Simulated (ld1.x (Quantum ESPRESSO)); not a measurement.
# What one change does to a pseudopotential (Be (Z = 4), TM)

Be, norm-conserving Troullier–Martins (Kleinman–Bylander form), made with ld1.x (Quantum ESPRESSO) 7.5 (BP86, non-relativistic). Core [He], reference 2s1.5 2p0 (charge +0.5). Waves: 2p (bound, empty): rc 4.00 bohr; 3d channel at 0.1 Ry: rc 3.85 bohr; 2s (bound): rc 1.30 bohr. Local part: the s channel. Core correction: a·sin(br)/r model core, default radius (core density twice the valence density).

All-electron outer shells of the reference configuration (BP86, non-relativistic, ld1.x):

| shell | level (eV) | outermost node (bohr) | outermost maximum (bohr) |
| --- | --- | --- | --- |
| 2s | -9.59 | 0.59 | 1.97 |
| 2p | -5.73 | – | 2.07 |

Change: all radii but the core radius scaled by about 0.77 (s 1.00, p 3.10, d 2.98 bohr).

Cutoffs: the cutoffs (Ry, on a coarse ladder) from which the occupation-weighted sum of valence levels, in a spherical-Bessel basis at the reference potential, stays within 10 and 1 mRy of its value at 400 Ry; they do not see the model core or the augmentation charge, which bear on the density cutoff. Errors are all-electron minus pseudo energies relative to the spin-unpolarised reference configuration.

Q: How do hardness, ghosts and transferability respond?

A: The potential gets harder (15 Ry and 45 Ry → 80 Ry and 180 Ry); of the 5 tests that both files solve, the error grows in 3 and shrinks in 2 by more than 15 % and 0.3 meV (median size 10.9 → 8.6 meV); neither file shows a bound ghost. A smaller radius makes the pseudo-wave follow the all-electron one further in, where it bends more sharply, so more plane waves are needed.

```csv
quantity,base,changed
"cutoff, loose",15 Ry,80 Ry
"cutoff, tight",45 Ry,180 Ry
bound ghosts,none,none
"error for 2s2 2p0, meV [ΔE -3.81 eV]",+1.2,+2.3
"error for 2s1 2p0, meV [ΔE 5.83 eV]",+2.0,+3.6
"error for 2s1 2p1, meV [ΔE -0.18 eV]",+13,+8.6
"error for 2s0 2p2, meV [ΔE 3.47 eV]",-11,+19
"error for 2s0 2p1, meV [ΔE 9.78 eV]",-103,-18
```
